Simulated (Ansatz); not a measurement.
Ansatz (an electronic-structure program) input file for octasulfur (S₈), SMILES S1SSSSSSS1, PBE/def2-SVPD. Geometry: B3LYP-D3(BJ)/def2-SVP.

Ansatz 0.2 input:
```yaml
crystal:
  periodic: [false, false, false]
  atoms:
    - {symbol: S, position_ang: [0.08649348, -1.86660210, 1.71735456]}
    - {symbol: S, position_ang: [-1.04674882, -1.62629923, 0.00000001]}
    - {symbol: S, position_ang: [0.08649348, -1.86660212, -1.71735454]}
    - {symbol: S, position_ang: [0.98309062, 0.05950060, -2.07992704]}
    - {symbol: S, position_ang: [-0.56721456, 1.40881615, -1.73528532]}
    - {symbol: S, position_ang: [0.04200973, 2.42286990, -0.00000002]}
    - {symbol: S, position_ang: [-0.56721456, 1.40881617, 1.73528530]}
    - {symbol: S, position_ang: [0.98309062, 0.05950063, 2.07992704]}
basis:
  gaussian:
    orbitals: def2-SVPD
hamiltonian:
  xc: {name: PBE}
```

Program output:

```
WARN ansatz: RAYON_NUM_THREADS=2 ignored (pool sized by the plan → 2); use --threads N
Functional definition: PBE
integrals: 0.36 GiB planned
2160 factors; their error is unknown
mean field: 1.45 GiB planned
mean field evaluation 1: about -86620.9873 eV, gradient 1.3e1 eV
mean field evaluation 2: about -86621.1142 eV, gradient 1.3e1 eV
mean field evaluation 4: about -86621.6077 eV, gradient 2.2e0 eV
mean field evaluation 8: about -86621.6075 eV, gradient 6.8e-2 eV
mean field evaluation 16: about -86621.6075 eV, gradient 4.4e-5 eV
mean field -86621.60752957 eV, -3183.2853624772 hartree, gradient 4.4e-5 eV, S^2 0.000000; 0 other end points of the search recorded, 0 dependent functions left out
reference -86621.60758619 eV, -3183.2853645581 hartree; 64, 64 occupied and 152, 152 virtual orbitals, 2160 factors
Total energy: -86621.60758619 eV, -3183.2853645581 hartree
```

Self-consistency was reached.
